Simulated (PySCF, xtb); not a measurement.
Mg(NMe2)(SeH) (C2H7MgNSe), SMILES [N](C)(C)[Mg][SeH].

GFN2-xTB (xtb) at its own geometry gives an orbital gap of 1.53 eV and a dipole moment of 3.74 D.

The structure is a stationary point at PBE-D3(BJ)/def2-SVP. The values are those of a single conformer.

What does PBE/def2-TZVP (PySCF) give? (Estimate from the structure and the level; the computed values follow.)

gap 2.41 eV (levels -4.41 and -2.00 eV), dipole 1.08 D.
